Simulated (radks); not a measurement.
Results of a calculation; reference values are marked as such.
Problem. All-electron atom: Dy in [Xe] 4f10 6s1 6f1 (not the ground configuration). Level of theory: Dirac Kohn-Sham, PBE, spin-unpolarised, spherical densities, finite nucleus; open shells fill j = l - 1/2 first; Fermi nuclear charge, rms radius 5.2218 fm (a radial shooting solver on a logarithmic mesh with Libxc functionals).

Spin-orbit splittings of the eigenvalues, e(l+1/2) - e(l-1/2), with zeta = 2 splitting/(2l+1) and mean radii in bohr:

shell  occ.  splitting (eV)   zeta (eV)  <r> j=l-1/2  <r> j=l+1/2
2p        6           800.2       533.5      0.07438      0.08143
3p        6           166.2       110.8       0.2238       0.2371
3d       10           36.29       14.52       0.2096       0.2138
4p        6               ?           ?       0.5405       0.5710
4d       10           6.719       2.688       0.6037       0.6146
4f       10          0.8758      0.2502       0.8665       0.8870
5p        6           4.684       3.123        1.471        1.577
6f        1       0.0001650  0.00004715        28.47        28.46

Estimate the 4p splitting.

Solution. 37.12 eV (zeta = 24.75 eV).
